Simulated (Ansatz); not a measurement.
GeEt3(NHMe) (C₇H₁₉GeN). Total charge 0; singlet. Geometry r2SCAN-D4/def2-SVP; atoms count from 1.

Cartesian coordinates in Å:
```
Ge -0.027 -0.022 -0.027
C 1.484 1.230 -0.009
C 2.815 0.548 0.305
H 1.267 2.032 0.719
H 1.524 1.726 -0.996
H 3.663 1.251 0.257
H 2.814 0.107 1.316
H 3.017 -0.273 -0.402
C -1.734 0.927 -0.313
C -1.776 1.679 -1.642
H -1.903 1.616 0.534
H -2.546 0.179 -0.264
H -2.752 2.158 -1.822
H -1.011 2.473 -1.684
H -1.583 1.001 -2.491
C -0.097 -1.078 1.626
C -0.221 -0.216 2.883
H 0.815 -1.698 1.661
H -0.945 -1.782 1.558
H -0.250 -0.827 3.801
H 0.627 0.481 2.984
H -1.140 0.394 2.871
N 0.346 -1.190 -1.415
C -0.580 -2.257 -1.741
H 0.691 -0.721 -2.250
H -0.113 -2.995 -2.419
H -0.852 -2.808 -0.825
H -1.533 -1.934 -2.216
```

Question: Estimate the Mulliken populations from the PBE0/def2-TZVP orbitals of Ansatz.

Answer: 
```
atom  charge (e)
 Ge1        0.32
  C2       -0.30
  C3       -0.37
  H4        0.12
  H5        0.12
  H6        0.13
  H7        0.12
  H8        0.13
  C9       -0.28
 C10       -0.38
 H11        0.12
 H12        0.12
 H13        0.13
 H14        0.12
 H15        0.12
 C16       -0.29
 C17       -0.39
 H18        0.13
 H19        0.12
 H20        0.13
 H21        0.12
 H22        0.12
 N23       -0.43
 C24       -0.29
 H25        0.20
 H26        0.13
 H27        0.12
 H28        0.10
```
Mulliken values and Mayer orders depend strongly on the basis.

Question: And the Mayer bond orders between bonded heavy atoms (over 0.3)?

Answer: Ge1–C2 0.98 (1.96 Å); Ge1–C9 0.94 (1.97 Å); Ge1–C16 0.97 (1.96 Å); Ge1–N23 1.01 (1.85 Å); C2–C3 0.99 (1.53 Å); C9–C10 0.99 (1.53 Å); C16–C17 0.98 (1.53 Å); N23–C24 1.02 (1.45 Å).
